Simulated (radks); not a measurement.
The numbers below are computed, except where a source is named.
The hydrogen anion H-, [He], held by a Watson sphere: a shell of charge +1.3 at radius R that stands for the Madelung well of a crystal (potential energy -1.3/R inside, -1.3/r outside, in hartree with lengths in bohr). Level of theory: non-relativistic Kohn-Sham, PBE, spin-unpolarised, spherical densities, point nucleus (a radial shooting solver on a logarithmic mesh with Libxc functionals). Response by self-consistent Sternheimer equations with the Hartree and adiabatic LDA kernel. The sphere does not respond.

R (bohr),e(1s) (eV),<r> 1s (bohr),sum of <r^2> (bohr^2),X-ray form factor at sin(theta)/lambda = 0.3 1/angstrom,alpha (bohr^3)
1.4,-12.599,1.480,5.714,0.488,6.576
1.57,-11.770,1.553,6.290,0.439,7.904
1.59,-11.680,1.561,6.358,0.434,8.069
1.67,-11.330,1.593,6.628,0.416,8.747
2.09,-9.773,1.749,8.034,0.344,12.79
2.31,-9.103,1.821,8.752,0.320,15.22
2.44,-8.745,1.862,9.169,0.310,16.75
2.88,-7.695,1.984,10.53,0.287,22.49
3.17,-7.113,2.054,11.39,0.278,26.72
